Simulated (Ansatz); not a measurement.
Worked example: GaH(CH3)(NH2) → GaH(NH2) + CH3

Species: GaH(CH3)(NH2), singlet; GaH(NH2), doublet; CH3 (methyl radical) `[CH3]`, doublet. 

Shapes, held fixed at every level: PBE0-D4/def2-TZVP. Flexible molecules stand in one conformer, not always the lowest. Programs: Ansatz 0.2.0. The zero-point and thermal change to 298 K, harmonic and unscaled (PBE0-D4/def2-TZVP), is -15.5 kJ/mol.

At CCSD(T)/def2-TZVPP; 1 Eh = 2625.50 kJ/mol:

| species | energy (Eh) |
| --- | --- |
| GaH(CH3)(NH2) | -2019.799443 |
| GaH(NH2) | -1979.908289 |
| CH3 | -39.761719 |

Problem. Work out ΔH(298 K) of the reaction at this level.

Solution. 
1. Products less reactants: (-1979.908289) + (-39.761719) − [(-2019.799443)] = 0.129435 Eh = +339.8 kJ/mol.
2. With the thermal change: +339.8 + (-15.5) = +324.3 kJ/mol.

Other levels give +303.3 (BHLYP-D4/def2-TZVPP) to +326.1 kJ/mol (wB97M-V/def2-TZVPP). No measured value is set beside it here. Open shells run unrestricted unless RO is named. Relativity is left out for Ga unless named. Correlated rows may include outer-core shells of Ga, which these sets cover unevenly.
